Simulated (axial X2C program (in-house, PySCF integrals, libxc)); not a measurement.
## Spin–orbit effects down a group: molecules with Si (ions), PBE0

Calculated with an axial X2C code built on PySCF integrals, spin-free (one-electron X2C) or two-component (2c: spin–orbit coupling with atomic mean-field Coulomb and Gaunt terms, which also bring small scalar terms), in Dyall basis sets with cores contracted in-house; open shells are unrestricted.

Basis sets: As dyall-acv3z, N dyall-av3z, P dyall-av3z, Sb dyall-acv3z, Si dyall-av3z.

```csv
molecule,spin-free state,Re (Å),ωe (cm⁻¹),De (eV),2c state,Re 2c (Å),ωe 2c (cm⁻¹),De 2c (eV)
SiN⁻,"M_S = 0, Λ = 0",1.586,1197.1,5.70,Ω = 0,1.587,1197.1,5.70
SiP⁻,"M_S = 0, Λ = 0",2.008,698.5,5.03,Ω = 0,2.009,698.4,5.03
SiAs⁻,?,?,?,?,?,?,?,?
SiSb⁻,"M_S = 0, Λ = 0",2.305,467.6,4.00,Ω = 0,2.306,464.8,3.95
```

Task: Estimate the 2c Re and ωe of SiAs⁻ as the mean of its neighbours in the table.

Result: Re ≈ 2.157 Å, ωe ≈ 581.6 cm⁻¹. The PBE0 runs give the row below, so the estimate misses by 0.056 Å and 28.3 cm⁻¹.

```json
{"molecule": "SiAs⁻", "spin-free state": "M_S = 0, Λ = 0", "Re (Å)": "2.101", "ωe (cm⁻¹)": "553.9", "De (eV)": "4.58", "2c state": "Ω = 0", "Re 2c (Å)": "2.101", "ωe 2c (cm⁻¹)": "553.3", "De 2c (eV)": "4.57"}
```

Fragments in 2c: Si- + N, P + Si-, As + Si-, Sb + Si-. Each entry is the lowest single determinant of a limited PBE0 search at one distance. De goes to single-determinant-based atoms at the same level (for ions the charge split of lowest energy) and is withheld (n/a) where an atom does not fit its ground term or J level. Main or longest-lived isotopes. The functionals have no current term, which raises determinants with orbital currents.
